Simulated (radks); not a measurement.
Task: Species: Yb2.375+. Configuration: [Kr] 4d10 4f14 5s1.625 5p6 (fractional occupations, a model configuration). All-electron calculation, Dirac Kohn-Sham, PBE, spin-unpolarised, spherical densities, finite nucleus; Fermi nuclear charge, rms radius 5.3108 fm. Program: a radial shooting solver on a logarithmic mesh with Libxc functionals. Some entries of the table are withheld. Estimate them.

orbital   occ.  eigenvalue (eV)  r(max) (bohr)  <1/r> (bohr^-1)
1s1/2        2        -61170.87        0.01237            80.61
2s1/2        2        -10374.96            (1)            19.47
2p1/2        2              (2)            (3)            19.44
2p3/2        4              (4)            (5)            16.69
3s1/2        2        -2353.941         0.1997            7.135
3p1/2        2        -2143.204         0.1874            7.051
3p3/2        4        -1920.956         0.2008            6.345
3d3/2        4        -1561.885         0.1581            6.234
3d5/2        6        -1513.324         0.1618            6.063
4s1/2        2        -479.3709         0.4556              (6)
4p1/2        2        -394.0541         0.4570            2.874
4p3/2        4        -343.7995         0.4854            2.628
4d3/2        4        -203.4191            (7)            2.405
4d5/2        6        -194.2753            (8)            2.345
5s1/2    1.625         -75.2183          1.071            1.110
5p1/2        2         -51.9820            (9)           0.9765
5p3/2        4         -45.7046           (10)           0.8923
4f5/2        6         -24.0712         0.4809            1.761
4f7/2        8         -22.7430         0.4865            1.728

Result: 
(1) 2s1/2 r(max) (bohr): 0.07077
(2) 2p1/2 eigenvalue (eV): -9898.080
(3) 2p1/2 r(max) (bohr): 0.05296
(4) 2p3/2 eigenvalue (eV): -8851.044
(5) 2p3/2 r(max) (bohr): 0.05938
(6) 4s1/2 <1/r> (bohr^-1): 2.984
(7) 4d3/2 r(max) (bohr): 0.4861
(8) 4d5/2 r(max) (bohr): 0.4953
(9) 5p1/2 r(max) (bohr): 1.167
(10) 5p3/2 r(max) (bohr): 1.255
